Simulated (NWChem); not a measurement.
System: InNH4; SMILES [NH2][InH2]

Results from NWChem. Geometry: optimised at PBE0/def2-SVP (def2 core potentials past Kr).

For level B3LYP/3-21G, non-relativistic:

| Property | Result |
|---|---|
| highest occupied level (eV) | -6.19 |
| orbital gap (eV) | 5.22 |
| dipole (D) | 1.45 |

**Question.** How do the values read with level B3LYP/STO-3G, non-relativistic instead?

**Answer.** highest occupied level (eV): -3.29
orbital gap (eV): 5.95
dipole (D): 1.03
